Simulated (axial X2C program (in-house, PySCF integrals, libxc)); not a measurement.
# Low determinants of C⁺

Computed with an in-house all-electron X2C program for linear molecules (integrals from PySCF), basis dyall-v3z (cores contracted in-house), spin-free (one-electron X2C) and two-component (2c, atomic mean-field Coulomb and Gaunt terms). Energies in eV from the lowest row of each column (rows without correlated energies are left out; n/a marks j-coupled starts, which PBE0 does not hold); electrons by l are Mulliken totals of the Hartree–Fock solution, and PBE0 can relax to another configuration under the same block occupation. Coupled cluster uses truncated natural virtuals with an MP2 remainder. Frozen shells in the correlated columns: 1 s.

The low spin-free determinants:

| electrons by l | M_S, M_L | HF | MP2 | CCSD(T) | PBE0 |
| --- | --- | --- | --- | --- | --- |
| s4 p1 | 1/2, 1 | 0.08 | 0.01 | 0.00 | 0.13 |
| s4 p1 | 1/2, 0 | 0.00 | 0.00 | 0.00 | 0.00 |

And the two-component ones:

```
electrons by l  2M_J    HF   MP2  CCSD(T)  PBE0
         s4 p1     1  0.11  0.00     0.00   n/a
         s4 p1     3  0.11  0.01     0.00  0.14
         s4 p1     1  0.03  0.00     0.01  0.00
         s4 p1     1  0.00  0.01     0.01   n/a
```

Ground level as tabulated from the NIST Atomic Spectra Database (leading term): 2S+1 = 2, L = 1, J = 1/2.

Single determinants need not be terms or J levels, so several rows can belong to one term; PBE0 has no current term and treats spin collinearly, and Hartree–Fock breaks spherical symmetry, which spreads rows that should be degenerate. The search is wide but not exhaustive and can miss a configuration; gaps between s and d configurations can be off by some tenths of an eV with this basis and core.

The run took 4.2 s on 1 thread of Intel(R) Xeon(R) Processor @ 2.30GHz, with other jobs on the host.
